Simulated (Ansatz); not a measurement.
`C=C[CH2][Al]([F])[Cl]` + H₂ → `C=C[CH2][AlH][Cl]` + H–F  (hydrogenolysis of the Al–F bond)

Isolated molecules relaxed with PBE0-D4/def2-TZVP in Ansatz; ΔE leaves out vibrations. CBS: MP2 limit from def2 TZ/QZ plus the TZ coupled-cluster correction, frozen cores. This one scheme is used for every species. DFT in def2-TZVPP. One conformer a species, not always the lowest.

```
       level  ΔE (kcal/mol)
     ωB97X-V           38.6
     r2SCANh           39.5
     LC-ωPBE           37.7
HF/CBS(def2)           39.4
```

Problem. What does CCSD(T)/CBS give? (Best estimate.)

Solution. Computed: +38.8 kcal/mol. The listed levels differ from it by -0.2, 0.7, -1.1, 0.6 kcal/mol.

Largest T1 diagnostic among the species: 0.011.

Leaving LDA and LC-ωPBE aside and taking each functional with its dispersion term where it has one, the values, not all of them listed here, spread over 4.0 kcal/mol, from HSE06-D4 to r2SCAN-D4. LDA lies −1.3 kcal/mol from PBE without D4. At CCSD(T), def2-SVP lies +0.9 kcal/mol from the extrapolated value and def2-TZVPP −0.3 kcal/mol.
